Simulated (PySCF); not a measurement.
## Radial density of Mn⁺ (manganese, charge +1)

B2PLYP, [Ar] 3d4 4s1 4p1, one real determinant (an excited configuration). Computed with PySCF 2.14 in x2c-QZVPPall with one added diffuse shell each of s, p, d, f, g type (12s8p6d5f3g, 128 functions), with the spin-free X2C one-electron Hamiltonian (Gaussian nucleus).

```tsv
r (bohr)	4πr²ρ (e/bohr)	4πr²(ρα − ρβ)
0.000820	0.1233	0.0001
0.00138	0.3192	0.0002
0.00232	0.8116	0.0004
0.00390	2.006	0.0011
0.00656	4.725	0.0025
0.0110	10.22	0.0053
0.0186	19.16	0.0095
0.0312	28.23	0.0125
0.0525	28.96	0.0098
0.0884	23.19	0.0217
0.149	29.80	0.1391
0.250	29.28	0.6013
0.421	12.03	2.1827
0.707	14.79	3.8843
1.19	7.236	2.4436
2.00	1.510	1.2484
3.37	0.6041	0.6028
5.66	0.04692	0.0469
9.52	0.0002084	0.0002
```

Densities and radii are taken from the X2C orbitals without a picture-change correction, which distorts them close to the nucleus.

⟨L²⟩ = 8.01 against 12 for a pure F term, so this real determinant mixes terms.
